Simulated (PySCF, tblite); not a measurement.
Isomers of C4H5F3O4S, one GFN2-xTB conformer each. Single-point energies are computed at PBE0/pcSseg-1 (PySCF, gas phase, no added dispersion term), electronic only.

| SMILES | GFN2-xTB relative energy (kJ/mol) |
| --- | --- |
| C[C@@H]1O[S@@](=O)O[C@@H]1OC(F)(F)F | 0.0 |
| CS(=O)(=O)OCC(=O)C(F)(F)F | 229.2 |

Conformers: `[CH3:1][C@@H:2]1[O:3][S@@:4](=[O:5])[O:6][C@@H:7]1[O:8][C:9]([F:10])([F:11])[F:12]` with O6–C7–O8–C9 61°, C1–C2–O3–S4 -134°, C2–O3–S4–O5 -117°, O3–S4–O6–C7 27°, S4–O6–C7–O8 81°; `[CH3:1][S:2](=[O:3])(=[O:4])[O:5][CH2:6][C:7](=[O:8])[C:9]([F:10])([F:11])[F:12]` with C1–S2–O5–C6 93°, S2–O5–C6–C7 36°, O5–C6–C7–O8 82°.

What does PBE0/pcSseg-1 give for the same structures?

| SMILES | PBE0/pcSseg-1 E (Eh) | PBE0/pcSseg-1 (kJ/mol) | GFN2-xTB (kJ/mol) | point group |
| --- | --- | --- | --- | --- |
| C[C@@H]1O[S@@](=O)O[C@@H]1OC(F)(F)F | -1153.01518 | 0.0 | 0.0 | C1 |
| CS(=O)(=O)OCC(=O)C(F)(F)F | -1152.95977 | 145.5 | 229.2 | C1 |

Both levels put the same isomer lowest. As drawn, the higher has a C=O bond, which the lower lacks.

Which frontier levels, dipoles and rotational constants go with these structures?

```tsv
SMILES	HOMO (eV, PBE0/pcSseg-1)	LUMO (eV)	dipole (D)	A, B, C (MHz)
C[C@@H]1O[S@@](=O)O[C@@H]1OC(F)(F)F	-8.49	-1.05	3.35	1376, 610.5, 489.7
CS(=O)(=O)OCC(=O)C(F)(F)F	-8.09	-1.32	5.68	1584, 619.2, 577.2
```

What happens when harmonic zero-point energies from GFN2-xTB frequencies are added?

```csv
SMILES,ZPE (kJ/mol),electronic (kJ/mol),with ZPE (kJ/mol)
C[C@@H]1O[S@@](=O)O[C@@H]1OC(F)(F)F,268.3,0.0,0.0
CS(=O)(=O)OCC(=O)C(F)(F)F,262.2,145.5,139.4
```

The zero-point energies span 6.1 kJ/mol. The order is unchanged.
